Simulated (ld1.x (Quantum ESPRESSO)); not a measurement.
## An all-electron radial function and its pseudo partner (Mn)

Columns: radius, all-electron u(r) and pseudo u(r) of the 4p shell (level -1.47 eV) of manganese in the configuration [Ar] 3d5 4s2 4p0; LDA (PZ), scalar-relativistic, ultrasoft scheme, ld1.x (Quantum ESPRESSO) 7.5.

```json
{"r (bohr)": "0.148", "all-electron": "0.1077", "pseudo": "0.0033"}
{"r (bohr)": "0.295", "all-electron": "0.0102", "pseudo": "0.0131"}
{"r (bohr)": "0.443", "all-electron": "-0.1178", "pseudo": "0.0290"}
{"r (bohr)": "0.590", "all-electron": "-0.1788", "pseudo": "0.0503"}
{"r (bohr)": "0.738", "all-electron": "-0.1747", "pseudo": "0.0764"}
{"r (bohr)": "0.885", "all-electron": "-0.1294", "pseudo": "0.1062"}
{"r (bohr)": "1.033", "all-electron": "-0.0631", "pseudo": "0.1390"}
{"r (bohr)": "1.180", "all-electron": "0.0100", "pseudo": "0.1735"}
{"r (bohr)": "1.328", "all-electron": "0.0831", "pseudo": "0.2090"}
{"r (bohr)": "1.475", "all-electron": "0.1512", "pseudo": "0.2443"}
{"r (bohr)": "1.623", "all-electron": "0.2133", "pseudo": "0.2790"}
{"r (bohr)": "1.770", "all-electron": "0.2679", "pseudo": "0.3122"}
{"r (bohr)": "1.918", "all-electron": "0.3157", "pseudo": "0.3436"}
{"r (bohr)": "2.065", "all-electron": "0.3563", "pseudo": "0.3726"}
{"r (bohr)": "2.213", "all-electron": "0.3908", "pseudo": "0.3992"}
{"r (bohr)": "2.360", "all-electron": "0.4192", "pseudo": "0.4228"}
{"r (bohr)": "2.508", "all-electron": "0.4425", "pseudo": "0.4436"}
{"r (bohr)": "2.655", "all-electron": "0.4608", "pseudo": "0.4610"}
{"r (bohr)": "2.802", "all-electron": "0.4749", "pseudo": "0.4749"}
{"r (bohr)": "2.950", "all-electron": "0.4852", "pseudo": "0.4852"}
{"r (bohr)": "3.098", "all-electron": "0.4921", "pseudo": "0.4921"}
{"r (bohr)": "3.245", "all-electron": "0.4959", "pseudo": "0.4959"}
{"r (bohr)": "3.393", "all-electron": "0.4971", "pseudo": "0.4971"}
{"r (bohr)": "3.540", "all-electron": "0.4959", "pseudo": "0.4959"}
{"r (bohr)": "3.688", "all-electron": "0.4927", "pseudo": "0.4927"}
{"r (bohr)": "3.835", "all-electron": "0.4877", "pseudo": "0.4877"}
```

**Question.** How many radial nodes do the two functions have?

**Answer.** The all-electron 4p function has n − l − 1 = 2; the pseudo-wave has 0, since the states of the same l below it are removed with the core.

**Question.** At about which radius was the pseudo-wave matched?

**Answer.** 2.80 bohr, where the columns begin to agree (steps of 0.15 bohr).

**Question.** Where does each function peak?

**Answer.** Outermost all-electron maximum near 3.39 bohr, pseudo maximum near 3.39 bohr (to the table’s step).

**Question.** Is the pseudo-wave norm-conserving?

**Answer.** No, it belongs to an ultrasoft set: the norm inside the radius is not constrained, and the difference is carried by the augmentation charge.
